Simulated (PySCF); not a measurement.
## How methods differ on the excitation energy of B

B [He] 2s2 2p1 (2P) → B [He] 2s1 2p1 3s1 (4P), as a difference of total energies. Computed with PySCF 2.14 in dyall-acv3z (15s9p4d2f, 76 functions), with the non-relativistic Hamiltonian (point nucleus). Correlated levels: valence: 1s2 frozen; virtual orbitals above 40 to 60 times the deepest correlated orbital energy dropped. The calculations carry no spin-orbit coupling.

```csv
method,excitation energy (cm⁻¹)
UHF,64617
MP2 (valence),73386
SCS-MP2 (valence),75636
CCSD (valence),76892
CCSD(T) (valence),77179
```

The upper state lies above the first ionisation limit, but in LS coupling its spin forbids autoionisation to the ground ion. A Rydberg-like electron needs more diffuse functions than a valence basis has.

The promoted electron is Rydberg-like, and one or two diffuse shells describe it only roughly, which tends to raise the upper state.
